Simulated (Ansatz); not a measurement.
`C[N](C)[Ti]([NH2])([F])[N](C)C` at its PBE0-D4/def2-TZVP geometry, where that method's forces vanish. Charge 0, multiplicity 1.

```xyz
23

C     1.8122    1.2208    0.0361
N     1.3805   -0.0482   -0.4808
C     2.3973   -0.7344   -1.2425
Ti   -0.2761   -0.9273   -0.4122
N    -0.0599   -2.3663    0.7996
F    -0.8069   -1.4587   -2.0477
N    -1.4798    0.3045    0.3301
C    -1.9767    1.3121   -0.5768
C    -2.0271    0.4056    1.6557
H     2.6671    1.1044    0.7182
H     2.1313    1.8976   -0.7703
H     1.0028    1.7006    0.5870
H     2.0198   -1.6849   -1.6343
H     3.2780   -0.9607   -0.6244
H     2.7335   -0.1360   -2.1010
H     0.7486   -2.5389    1.3786
H    -0.6744   -3.1697    0.8236
H    -3.0700    1.2623   -0.6764
H    -1.5509    1.1840   -1.5774
H    -1.7171    2.3239   -0.2337
H    -1.6375   -0.3944    2.2851
H    -3.1246    0.3349    1.6425
H    -1.7700    1.3688    2.1208
```

(1) What forces (eV/Å) does r2SCAN-D4/def2-TZVPP give on these atoms in Ansatz? (Best estimate.)

Results:

(1) Computed: 
```
C1   0.063  0.177  0.059
N2   0.060  0.086  0.052
C3   0.122 -0.108 -0.107
Ti4 -0.056 -0.114 -0.147
N5   0.030 -0.111  0.128
F6  -0.062 -0.060 -0.204
N7  -0.041  0.039  0.097
C8  -0.052  0.122 -0.138
C9  -0.079  0.007  0.185
H10  0.012  0.003  0.000
H11  0.013  0.010 -0.006
H12  0.002 -0.007 -0.005
H13 -0.014  0.012  0.012
H14  0.011  0.004  0.004
H15  0.008  0.008 -0.005
H16  0.026 -0.054  0.037
H17 -0.010 -0.054  0.019
H18 -0.012  0.005  0.003
H19  0.008 -0.012  0.013
H20 -0.003  0.010  0.009
H21 -0.006  0.017 -0.011
H22 -0.013  0.009  0.003
H23 -0.006  0.012  0.003
```
